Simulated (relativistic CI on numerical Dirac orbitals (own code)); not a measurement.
**Calculated levels, Pd V**

These numbers are calculated, not measured: Dirac-Coulomb-Breit CI, separate exchange-only KLI orbitals for each configuration, model QED, valence Slater integrals scaled by 0.85, P86 correlation energy added to each configuration (own radial code, finite nucleus).

CI space (outside the closed core [Ar] 3d10): 4s²4p⁶4d⁶, 4s²4p⁶4d⁵5s, 4s²4p⁶4d⁵4f, 4s²4p⁶4d⁵5p, 4s²4p⁵4d⁷, 4s²4p⁶4d⁵5d, 4s²4p⁶4d⁵6s, 4s²4p⁶4d⁵6p, 4s²4p⁶4d⁴5s5p, 4s²4p⁶4d⁵6d, 4s²4p⁶4d⁵5g, 4s4p⁶4d⁷, 4s²4p⁶4d⁴5s², 4s²4p⁶4d³4f5s², 4s²4p⁶4d³5s²5p, 4s²4p⁶4d³5s²5d, 4s²4p⁶4d³5s²6s. Double excitations out of closed p, d and f shells are left out; levels of such configurations are missing from the list, as are those of other unlisted configurations, and high levels can miss mixing partners.

The lowest level is 4s²4p⁶4d⁶ ⁵D4, with 97 % of that term; Hund's rules for 4s²4p⁶4d⁶ give ⁵D with J = 4, in agreement.

```
No.  Configuration  Term  J  E (cm⁻¹)    %  Landé g      jj configuration (%)
  1      4s²4p⁶4d⁶    ⁵D  4       0.0   97    1.494      4d3/2^3 4d5/2^3 (47)
  2      4s²4p⁶4d⁶    ⁵D  3    2007.0   99    1.496      4d3/2^3 4d5/2^3 (58)
  3      4s²4p⁶4d⁶    ⁵D  2    3038.8   96    1.497      4d3/2^2 4d5/2^4 (57)
  4      4s²4p⁶4d⁶    ⁵D  1    3773.2   97    1.498      4d3/2^3 4d5/2^3 (53)
  5      4s²4p⁶4d⁶    ⁵D  0    4112.1   96               4d3/2^2 4d5/2^4 (69)
  6      4s²4p⁶4d⁶    ³H  4   18651.7   42    0.999              4d5/2^2 (54)
  7      4s²4p⁶4d⁶    ³P  2   18779.3   92    1.482              4d5/2^2 (42)
  8      4s²4p⁶4d⁶    ³H  6   19051.0   96    1.160      4d3/2^3 4d5/2^3 (79)
  9      4s²4p⁶4d⁶    ³H  5   19453.8   79    1.069      4d3/2^3 4d5/2^3 (81)
 10      4s²4p⁶4d⁶    ³F  3   21742.4   78    1.019      4d3/2^3 4d5/2^3 (66)
 11      4s²4p⁶4d⁶    ³F  4   21918.4   50    1.036      4d3/2^2 4d5/2^4 (81)
 12      4s²4p⁶4d⁶    ³F  2   22456.9   95    0.685      4d3/2^3 4d5/2^3 (49)
 13      4s²4p⁶4d⁶    ³P  1   24392.2   91    1.446        4d3/2 4d5/2^5 (59)
 14      4s²4p⁶4d⁶    ³G  5   24634.2   79    1.164      4d3/2^2 4d5/2^4 (81)
 15      4s²4p⁶4d⁶    ³P  0   25128.5   78               4d3/2^3 4d5/2^3 (49)
 16      4s²4p⁶4d⁶    ³G  4   26122.6   78    1.063      4d3/2^2 4d5/2^4 (38)
 17      4s²4p⁶4d⁶    ³G  3   26626.2   78    0.822      4d3/2^2 4d5/2^4 (69)
 18      4s²4p⁶4d⁶    ³D  2   29701.6   86    1.163      4d3/2^2 4d5/2^4 (49)
 19      4s²4p⁶4d⁶    ¹I  6   29941.7   96    1.006      4d3/2^2 4d5/2^4 (79)
 20      4s²4p⁶4d⁶    ³D  1   30256.6   94    0.560      4d3/2^2 4d5/2^4 (61)
 21      4s²4p⁶4d⁶    ³D  3   30447.4   96    1.324      4d3/2^3 4d5/2^3 (54)
 22      4s²4p⁶4d⁶    ¹G  4   32582.1   86    1.008        4d3/2 4d5/2^5 (44)
 23      4s²4p⁶4d⁶    ¹D  2   36833.8   85    1.012        4d3/2 4d5/2^5 (36)
 24      4s²4p⁶4d⁶    ¹S  0   36900.1   75                       4d5/2^6 (36)
 25      4s²4p⁶4d⁶    ¹F  3   40937.0   88    1.009      4d3/2^3 4d5/2^3 (78)
 26      4s²4p⁶4d⁶    ³P  0   46370.9   92                       4d5/2^2 (42)
 27      4s²4p⁶4d⁶    ³P  1   47653.7   99    1.497      4d3/2^3 4d5/2^3 (77)
 28      4s²4p⁶4d⁶    ³F  4   49438.4   95    1.238      4d3/2^2 4d5/2^4 (59)
 29      4s²4p⁶4d⁶    ³F  2   49508.3   98    0.672      4d3/2^2 4d5/2^4 (68)
 30      4s²4p⁶4d⁶    ³F  3   50666.2   88    1.078        4d3/2 4d5/2^5 (50)
 31      4s²4p⁶4d⁶    ³P  2   51396.9   97    1.487      4d3/2^2 4d5/2^4 (51)
 32      4s²4p⁶4d⁶    ¹G  4   56094.2   95    1.011      4d3/2^2 4d5/2^4 (53)
 33      4s²4p⁶4d⁶    ¹D  2   73827.9   99    1.000      4d3/2^2 4d5/2^4 (71)
 34      4s²4p⁶4d⁶    ¹S  0   95954.4   99               4d3/2^2 4d5/2^4 (75)
 35    4s²4p⁶4d⁵5s    ⁷S  3  117113.7   99    1.997   4d3/2^2 4d5/2^3 5s (41)
 36    4s²4p⁶4d⁵5s    ⁵S  2  133889.6   97    1.991   4d3/2^2 4d5/2^3 5s (40)
 37    4s²4p⁶4d⁵5s    ⁵G  2  146785.2   95    0.355   4d3/2^2 4d5/2^3 5s (35)
 38    4s²4p⁶4d⁵5s    ⁵G  3  147015.8   94    0.935   4d3/2^2 4d5/2^3 5s (36)
 39    4s²4p⁶4d⁵5s    ⁵G  4  147287.0   97    1.154   4d3/2^2 4d5/2^3 5s (46)
 40    4s²4p⁶4d⁵5s    ⁵G  6  147313.9   98    1.330   4d3/2^2 4d5/2^3 5s (48)
 41    4s²4p⁶4d⁵5s    ⁵G  5  147425.1   98    1.266   4d3/2^2 4d5/2^3 5s (61)
 42    4s²4p⁶4d⁵5s    ⁵P  3  149664.7   58    1.577             4d5/2 5s (41)
 43    4s²4p⁶4d⁵5s    ⁵P  2  150234.4   59    1.686   4d3/2^3 4d5/2^2 5s (57)
 44    4s²4p⁶4d⁵5s    ⁵P  1  151105.4   69    2.186   4d3/2^3 4d5/2^2 5s (50)
 45    4s²4p⁶4d⁵5s    ⁵D  4  153357.9   94    1.487   4d3/2^2 4d5/2^3 5s (54)
 46    4s²4p⁶4d⁵5s    ⁵D  0  153784.4   98            4d3/2^2 4d5/2^3 5s (78)
 47    4s²4p⁶4d⁵5s    ⁵D  1  154689.5   66    1.784   4d3/2^2 4d5/2^3 5s (52)
 48    4s²4p⁶4d⁵5s    ⁵D  3  155230.6   61    1.539   4d3/2^3 4d5/2^2 5s (33)
 49    4s²4p⁶4d⁵5s    ⁵D  2  155373.0   57    1.610   4d3/2^2 4d5/2^3 5s (46)
 50    4s²4p⁶4d⁵5s    ³G  3  157815.6   90    0.786   4d3/2^3 4d5/2^2 5s (46)
 51    4s²4p⁶4d⁵5s    ³G  5  158362.0   92    1.184   4d3/2^3 4d5/2^2 5s (48)
 52    4s²4p⁶4d⁵5s    ³G  4  158472.6   95    1.057   4d3/2^2 4d5/2^3 5s (59)
 53    4s²4p⁶4d⁵5s    ³P  2  160297.6   47    1.296             4d5/2 5s (47)
 54    4s²4p⁶4d⁵5s    ³P  1  161803.4   51    1.009   4d3/2^3 4d5/2^2 5s (62)
 55    4s²4p⁶4d⁵5s    ³I  5  161822.4   90    0.859   4d3/2^2 4d5/2^3 5s (65)
 56    4s²4p⁶4d⁵5s    ³I  6  161890.1   92    1.033   4d3/2^2 4d5/2^3 5s (67)
 57    4s²4p⁶4d⁵5s    ³I  7  162502.2  100    1.143  4d3/2^2 4d5/2^3 5s (100)
 58    4s²4p⁶4d⁵5s    ³P  0  163658.7   96            4d3/2^2 4d5/2^3 5s (54)
 59    4s²4p⁶4d⁵5s    ³D  3  164160.3   71    1.292   4d3/2^2 4d5/2^3 5s (48)
 60    4s²4p⁶4d⁵5s    ⁵F  1  164842.6   68    0.370   4d3/2^2 4d5/2^3 5s (75)
 61    4s²4p⁶4d⁵5s    ⁵F  2  165061.0   68    1.066   4d3/2^2 4d5/2^3 5s (46)
 62    4s²4p⁶4d⁵5s    ⁵F  5  165123.2   84    1.368   4d3/2^2 4d5/2^3 5s (51)
 63    4s²4p⁶4d⁵5s    ⁵F  4  165235.4   80    1.320   4d3/2^3 4d5/2^2 5s (49)
 64    4s²4p⁶4d⁵5s    ³D  3  165453.3   43    1.262   4d3/2^2 4d5/2^3 5s (51)
 65    4s²4p⁶4d⁵5s    ³D  2  165632.7   70    1.106   4d3/2^3 4d5/2^2 5s (44)
 66    4s²4p⁶4d⁵5s    ³D  1  166217.7   83    0.667   4d3/2^2 4d5/2^3 5s (69)
 67    4s²4p⁶4d⁵5s    ³F  3  166300.9   34    1.200   4d3/2^2 4d5/2^3 5s (45)
 68    4s²4p⁶4d⁵5s    ¹I  6  167325.1   84    1.021   4d3/2^2 4d5/2^3 5s (79)
 69    4s²4p⁶4d⁵5s    ³F  2  167883.4   43    1.007     4d3/2 4d5/2^4 5s (48)
 70    4s²4p⁶4d⁵5s    ³F  4  169552.3   80    1.246     4d3/2 4d5/2^4 5s (53)
```

Energies count from the lowest computed level. Filled j subshells are mostly left out of the jj labels.

The mean weight of the leading LS term, summed over parents, in these 70 levels is 83 %, and that of the leading jj configuration (from the same eigenvectors) 56 %, so LS coupling describes them better.

At this charge configurations can still be misplaced by up to about 7 % of their energy.

Landé's interval rule says that E(J) − E(J−1) = AJ with one A. For the ground term the intervals give A = -338.8, -367.2, -343.9, -501.7 cm⁻¹ for J = 1, 2, 3, 4; the multiplet is inverted.

LS names give the leading component of a level, which can be under half, so a name can repeat, a term be missing and a line seem to break the LS rules.
